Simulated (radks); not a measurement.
The krypton ion Kr3+, configuration [Ar] 3d10 4s2 4p3.

Method: Dirac Kohn-Sham, BP86, spin-unpolarised, spherical densities, finite nucleus; open shells are shared between the two j in proportion to 2j + 1; Fermi nuclear charge, rms radius 4.1884 fm; computed with a radial shooting solver on a logarithmic mesh with Libxc functionals.

Energy parts (Ry):
part                        energy
total                  -5576.67526
kinetic                 5727.02194
electron-nucleus      -13377.06046
Hartree                 2265.49742
exchange-correlation    -192.13415

Orbitals (lengths in bohr, moments of r in powers of bohr; <r^-3> diverges for s and p1/2; r(max) is where P^2 peaks):
[
 {"orbital": "1s1/2", "occ.": "2", "eigenvalue (Ry)": "-1043.557", "<1/r>": "36.77", "r(max)": "0.02707", "<r^-3>": "-"},
 {"orbital": "2s1/2", "occ.": "2", "eigenvalue (Ry)": "-140.0115", "<1/r>": "8.229", "r(max)": "0.1543", "<r^-3>": "-"},
 {"orbital": "2p1/2", "occ.": "2", "eigenvalue (Ry)": "-126.8241", "<1/r>": "8.198", "r(max)": "0.1211", "<r^-3>": "-"},
 {"orbital": "2p3/2", "occ.": "4", "eigenvalue (Ry)": "-122.8648", "<1/r>": "7.913", "r(max)": "0.1244", "<r^-3>": "1428"},
 {"orbital": "3s1/2", "occ.": "2", "eigenvalue (Ry)": "-22.37140", "<1/r>": "2.715", "r(max)": "0.4669", "<r^-3>": "-"},
 {"orbital": "3p1/2", "occ.": "2", "eigenvalue (Ry)": "-17.71408", "<1/r>": "2.601", "r(max)": "0.4572", "<r^-3>": "-"},
 {"orbital": "3p3/2", "occ.": "4", "eigenvalue (Ry)": "-17.13079", "<1/r>": "2.533", "r(max)": "0.4660", "<r^-3>": "212.5"},
 {"orbital": "3d3/2", "occ.": "4", "eigenvalue (Ry)": "-9.01256", "<1/r>": "2.288", "r(max)": "0.4091", "<r^-3>": "27.73"},
 {"orbital": "3d5/2", "occ.": "6", "eigenvalue (Ry)": "-8.91628", "<1/r>": "2.270", "r(max)": "0.4118", "<r^-3>": "26.77"},
 {"orbital": "4s1/2", "occ.": "2", "eigenvalue (Ry)": "-4.35457", "<1/r>": "0.9135", "r(max)": "1.299", "<r^-3>": "-"},
 {"orbital": "4p1/2", "occ.": "1", "eigenvalue (Ry)": "-3.23843", "<1/r>": "0.8038", "r(max)": "1.433", "<r^-3>": "-"},
 {"orbital": "4p3/2", "occ.": "2", "eigenvalue (Ry)": "-3.17247", "<1/r>": "0.7888", "r(max)": "1.458", "<r^-3>": "24.20"}
]

The highest occupied level is 4p3/2 at -43.164 eV. Summed over all electrons, <r^2> = 20.99 bohr^2, which gives a Langevin (diamagnetic) susceptibility term of -16.6 x 10^-6 cm^3/mol. For comparison, the ionisation energy in NIST's Atomic Spectra Database is 50.9 eV (measured). In exact Kohn-Sham theory the highest level is minus the ionisation energy, but local and semilocal functionals leave it too shallow, through self-interaction and a potential that decays too fast; potentials with the right tail come closer.

Beside tabulated values, note that spin-unpolarised runs miss the spin-polarisation part of the exchange energy of open shells.
